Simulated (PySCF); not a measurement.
## Computed properties of C2H6BeSe, SMILES C[CH2][Be][SeH]

Be(Et)(SeH) (C2H6BeSe), SMILES C[CH2][Be][SeH]. Geometry optimised at TPSSh-D3(BJ)/def2-SVP. The structure was generated by enumeration; whether it is a known compound was not checked. One conformer was computed; it need not be the lowest. All values are computed for the isolated molecule unless a solvent is named; none is compared with measurement here.

**Structure.** All 24 harmonic modes at TPSSh-D3(BJ)/def2-SVP (PySCF) are real, so it is a minimum. With heavy atoms numbered as in [Be:1]([CH2:2][CH3:3])[SeH:9], the shortest bond between them is C2–C3 at 1.543 Å and the longest Be1–Se9 at 2.050 Å.

**Vibrations.** The strongest infrared lines (harmonic, unscaled, degenerate partners summed) lie at 1051 cm⁻¹ (112 km/mol, C 39 %, Be 32 %, H 28 %), 3017 cm⁻¹ (50 km/mol, H 97 %), 947 cm⁻¹ (45 km/mol, H 42 %, C 37 %, Be 21 %). The softest mode is at 47 cm⁻¹ and the zero-point energy is 46.1 kcal/mol.

**Electronic structure.** ωB97X/def2-TZVP (PySCF) places the frontier levels at -9.41 and 1.27 eV, a gap of 10.68 eV, and gives a dipole moment of 1.11 D and a mean polarisability of 65.9 bohr³. PBE/def2-TZVP (PySCF) at the same geometry gives -6.05 and -1.40 eV, so its gap is 6.03 eV narrower. An orbital gap is neither the optical nor the fundamental gap.

**Excitations.** TDDFT-CAM-B3LYP/def2-SVPD (PySCF) has S1 at 5.07 eV (245 nm, f = 0.004, weak); the most intense of the 10 singlets computed lies at 6.92 eV (f = 0.13). T1 (TDA) is at 4.75 eV. TDDFT-PBE/def2-SVPD (PySCF) puts S1 at 4.64 eV. No vertical singlet excitation falls in the visible range (under 3.1 eV).

**NMR.** GIAO shifts at B3LYP/pcSseg-1 (PySCF) (non-relativistic, atoms alike by connectivity averaged): ¹³C from 7.4 to 12.8 ppm against TMS; ¹H from 0.3 to 1.4 ppm against TMS.
